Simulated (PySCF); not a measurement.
# Which orbitals make which state

C5H8Si.
Geometry (PBE0-D3(BJ)/def2-SVP, Å), atoms numbered from 1 in this order:
```xyz
14
C5H8Si angstrom
C      1.696    0.400    2.051
C      0.950    0.273    1.102
C      0.064    0.124   -0.022
C      0.180    1.200   -1.088
C     -1.372   -0.355    0.313
Si    -0.355   -1.644   -0.554
H      2.361    0.510    2.887
H     -0.473    0.980   -1.947
H      1.212    1.280   -1.458
H     -0.118    2.180   -0.680
H     -1.593   -0.487    1.377
H     -2.173    0.161   -0.229
H      0.193   -2.782    0.221
H     -0.580   -1.885   -2.002
```

Computed with TDDFT CAM-B3LYP/def2-SVPD, vertical, gas phase, core orbitals frozen in the response in PySCF 2.14.0, density-fitted response routines.

Orbital energies (eV): HOMO-3 -10.61, HOMO-2 -9.66, HOMO-1 -8.78, HOMO -7.74, LUMO 0.80, LUMO+1 1.31, LUMO+2 1.60.

**Question.** Among the lowest singlets, which states do these configurations lead, and at what energies: HOMO→LUMO+1, HOMO→LUMO?

**Answer.** 

```json
{"state": "S1", "leading configuration": "HOMO→LUMO", "weight": "0.66", "Δε (eV)": "8.54", "E (eV)": "5.65", "E − Δε (eV)": "-2.89", "f": "0.102", "other configurations": "H→L+3 (11%)"}
{"state": "S3", "leading configuration": "HOMO→LUMO+1", "weight": "0.63", "Δε (eV)": "9.05", "E (eV)": "6.23", "E − Δε (eV)": "-2.82", "f": "0.069", "other configurations": "H→L+2 (13%)"}
```

E − Δε runs from -2.89 to -2.82 eV. Among themselves, these states come in the order of their orbital differences. Δε is the difference of the two orbital energies.

H and L stand for HOMO and LUMO. The other states: S2 5.94 eV, f 0.069, H→L+3 (25%), H→L+5 (23%), H→L (20%); S4 6.29 eV, f 0.0045, H-1→L (46%), H→L+1 (12%), H→L+5 (8%); S5 6.46 eV, f 0.012, H→L+2 (36%), H-1→L (10%), H→L+3 (9%); S6 6.85 eV, f 0.054, H→L+3 (24%), H→L+2 (17%), H→L+4 (10%).

Summed over the main configurations (up to three a state, each over 8%) of all 6 singlets, the electron leaves HOMO with weight 3.38 and HOMO-1 with weight 0.57.
